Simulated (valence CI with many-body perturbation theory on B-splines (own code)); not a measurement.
Pt71+ in brief

Method: configuration interaction combined with many-body perturbation theory (CI+MBPT): five valence electrons over a frozen Dirac-Fock core [He], radial functions for each j: 9 s, 9 p, 8 d, 6 f, 3 g, 1 h, with the one-electron correlation potential Σ1 (screened to all orders), the two-electron term Σ2, the three-electron term Σ3, Breit, model QED; selected single and double excitations, second order for the rest (own B-spline code, finite nucleus).

The last digits are not significant, and no measured levels were compared; by estimate large intervals hold to a few tenths of a per cent, small ones and those within an open d or f shell to about a per cent. Among the levels kept, up to 1200 cm⁻¹ of a level comes from second order outside the variational space, and about a tenth of that is noise between levels of different J, which matters for small intervals.

Levels are named by their leading jj configuration (3d3/2^4 stands for four electrons in 3d with j = 3/2), which in mixed levels can hold well under half, so a name can repeat and another be missing.

Rates and lifetimes use the calculated energies. Strong lines usually hold to 10 to 20 %, long lifetimes can be off by a factor of two.

(1) What is the ground level?

(2) Where does the other parity begin?

(3) What are the static dipole polarisabilities of the lowest levels?

(4) Among levels below 103570 × 10³ cm⁻¹, which E1 lines absorb most strongly from the ground level?

(5) What is the ionisation energy?

(6) Name the longest-lived excited levels whose lifetime is computed, and their main decay.

(7) How well does LS coupling describe the low levels?

Answers

(1) (2s^2 2p1/2^2 2p3/2) J=3/2, composition 49 % 2s2 2p3 2P° + 27 % 2s2 2p3 2D° + 24 % 2s2 2p3 4S°, g = 1.305.

(2) At (2s 2p1/2^2 2p3/2^2) J=5/2, 17376 × 10³ cm⁻¹.

(3) (2s^2 2p1/2^2 2p3/2) J=3/2 4.97e-05 (tensor 9.5e-06) bohr³, of which the core gives 1.69e-07.

(4) to (2s^2 2p1/2^2 3d5/2) J=5/2 at 0.1160 nm, f = 0.549; to (2s^2 2p1/2 2p3/2 3d3/2) J=5/2 at 0.1002 nm, f = 0.505; to (2s^2 2p1/2 2p3/2 3d3/2) J=3/2 at 0.1001 nm, f = 0.301.

(5) 18636 eV; NIST lists 18630 ± 60 eV (theoretical).

(6) (2s^2 2p1/2 2p3/2^2) J=5/2 at 14520 × 10³ cm⁻¹ lives 112 ps, mostly by M1 to (2s^2 2p1/2^2 2p3/2) J=3/2; (2s^2 2p1/2 2p3/2^2) J=1/2 at 14986 × 10³ cm⁻¹ lives 35.3 ps, mostly by M1 to (2s^2 2p1/2^2 2p3/2) J=3/2; (2s^2 2p1/2 2p3/2^2) J=3/2 at 14334 × 10³ cm⁻¹ lives 19.4 ps, mostly by M1 to (2s^2 2p1/2^2 2p3/2) J=3/2.

(7) Among the lowest 20 levels the leading LS term, summed over configurations, holds 63 % on average. For single configurations the figures are 63 % in LS and 100 % in jj coupling. Terms mix most in the J = 3/2 level at 84249 × 10³ cm⁻¹, where the leading one holds 35 %.
